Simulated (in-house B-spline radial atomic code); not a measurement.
Radial electron density of neutral selenium, [Ar] 3d10 4s2 4p4. Method: scalar-relativistic (X2C) AM05, spin-polarised, spherical fractional occupations, Fermi nucleus of rms radius 4.14 fm. Calculated with a B-spline radial code for spherical atoms.

One-electron X2C: radii and densities carry no picture-change correction, so inner-shell <1/r> comes out high (for 1s by about 2 % at Z = 33, 5 % at 54, 10 % at 75, 30 % at 118) and <r> low.

Columns: r (bohr), 4πr²n(r) (electrons per bohr), bar.

```
 0.00162    1.209 #
 0.00199    1.717 ##
 0.00244     2.42 ##
 0.00299    3.387 ###
 0.00366    4.696 ####
 0.00448    6.451 ######
 0.00549    8.776 ########
 0.00673    11.77 ##########
 0.00824    15.49 ##############
  0.0101    19.98 ##################
  0.0124    25.13 ######################
  0.0152    30.54 ###########################
  0.0186    35.63 ################################
  0.0227    39.64 ###################################
  0.0279    41.89 #####################################
  0.0341     41.7 #####################################
  0.0418    39.33 ###################################
  0.0512    36.09 ################################
  0.0628    34.19 ##############################
  0.0769    35.72 ################################
  0.0942    40.91 ####################################
   0.115    46.98 ##########################################
   0.141    49.56 ############################################
   0.173    45.28 ########################################
   0.212    35.97 ################################
    0.26    27.97 #########################
   0.319    26.67 ########################
    0.39    30.52 ###########################
   0.478    32.87 #############################
   0.586    28.85 ##########################
   0.718    20.09 ##################
   0.879    11.58 ##########
    1.08    6.405 ######
    1.32    4.487 ####
    1.62    3.829 ###
    1.98    3.138 ###
    2.43    2.136 ##
    2.97    1.182 #
    3.64   0.5147 
    4.46   0.1756 
    5.47  0.04532 
     6.7 0.008586 
    8.21 0.001105
```

On this grid the curve has 3 maxima, near 0.0279, 0.141, 0.478 bohr.

The 4s down radial function P(r) = rR(r), positive near the nucleus:

```tsv
r (bohr)	P
0.000588	0.01236
0.000883	0.0177
0.00133	0.02532
0.00199	0.03577
0.00299	0.05016
0.00448	0.06904
0.00673	0.09273
0.0101	0.1193
0.0152	0.143
0.0227	0.1507
0.0341	0.1216
0.0512	0.03235
0.0769	-0.1139
0.115	-0.2403
0.173	-0.1956
0.26	0.1001
0.39	0.3909
0.586	0.2351
0.879	-0.3544
1.32	-0.8038
1.98	-0.7183
2.97	-0.3384
4.46	-0.07995
6.7	-0.007701
```
